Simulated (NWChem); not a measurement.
Cl[C](Cl)Cl (CCl₃, doublet), optimised at PBE0/def2-SVP with NWChem:

| Quantity | Result |
|---|---|
| highest occupied level (eV) | -6.37 |
| lowest empty minus highest occupied level, either spin (eV) | 4.14 |
| dipole (D) | 0.24 |
| highest harmonic frequency (cm⁻¹) | 930 |
| zero-point energy (kcal/mol) | 4.6 |

Spin-unrestricted.

Task: One Cl atom is replaced by H, giving Cl[CH]Cl (CHCl2, doublet), optimised at the same level. How do these values move?

Result: 
| quantity | new value | change |
|---|---|---|
| highest occupied level (eV) | -6.17 | +0.20 |
| lowest empty minus highest occupied level, either spin (eV) | 4.32 | +0.18 |
| dipole (D) | 0.91 | +0.67 |
| highest harmonic frequency (cm⁻¹) | 3250 | +2320 |
| zero-point energy (kcal/mol) | 9.9 | +5.3 |
